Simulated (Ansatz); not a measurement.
H12MgO6 (SMILES [OH2]->[Mg+2](<-[OH2])(<-[OH2])(<-[OH2])(<-[OH2])<-[OH2]), charge +2, singlet, at a GFN2-xTB geometry (such geometries of metal compounds can be far from the true shape); HF/STO-3G (Ansatz, a first-principles code).

Ansatz was given this input:
Ansatz 0.2 input:
```yaml
crystal:
  periodic: [false, false, false]
  atoms:
    - {symbol: Mg, position_ang: [-0.00000000, 0.00000000, 0.00000000]}
    - {symbol: O, position_ang: [-0.67410002, 1.61759197, -0.90674974]}
    - {symbol: H, position_ang: [-1.47643835, 1.68900628, -1.43316959]}
    - {symbol: H, position_ang: [-0.26435890, 2.48826645, -0.90842274]}
    - {symbol: O, position_ang: [1.54915358, 1.02153103, 0.67067670]}
    - {symbol: H, position_ang: [1.60152104, 1.50787032, 1.49934817]}
    - {symbol: H, position_ang: [2.39901627, 1.13013345, 0.23260869]}
    - {symbol: O, position_ang: [1.01927525, -0.48278389, -1.61901432]}
    - {symbol: H, position_ang: [1.57980187, -1.25618434, -1.73574607]}
    - {symbol: H, position_ang: [1.05237658, 0.00944227, -2.44519975]}
    - {symbol: O, position_ang: [-1.01927525, 0.48278389, 1.61901432]}
    - {symbol: H, position_ang: [-1.57980187, 1.25618434, 1.73574607]}
    - {symbol: H, position_ang: [-1.05237658, -0.00944227, 2.44519975]}
    - {symbol: O, position_ang: [-1.54915358, -1.02153103, -0.67067670]}
    - {symbol: H, position_ang: [-1.60152104, -1.50787032, -1.49934817]}
    - {symbol: H, position_ang: [-2.39901627, -1.13013345, -0.23260869]}
    - {symbol: O, position_ang: [0.67410002, -1.61759197, 0.90674974]}
    - {symbol: H, position_ang: [0.26435890, -2.48826645, 0.90842274]}
    - {symbol: H, position_ang: [1.47643835, -1.68900628, 1.43316959]}
basis:
  gaussian:
    orbitals: STO-3G
hamiltonian:
  xc: hf
total_charge: 2
```

The log (banner, timings and long lists left out):

```
Functional definition: HF
694 factors; integrals over basis functions are off by at most 2.8e-4 eV
mean field evaluation 1: about -17597.5660 eV, gradient 5.1e1 eV
mean field evaluation 2: about -17598.6178 eV, gradient 5.2e1 eV
mean field evaluation 4: about -17607.1303 eV, gradient 1.1e0 eV
mean field evaluation 8: about -17607.1097 eV, gradient 8.1e-4 eV
mean field -17607.10970040 eV, -647.0493469623 hartree, gradient 1.1e-5 eV, S^2 0.000000; 0 other end points of the search recorded, 0 dependent functions left out
reference -17607.10970040 eV, -647.0493469623 hartree; 35, 35 occupied and 16, 16 virtual orbitals, 694 factors
Total energy: -17607.10970040 eV, -647.0493469623 hartree
```
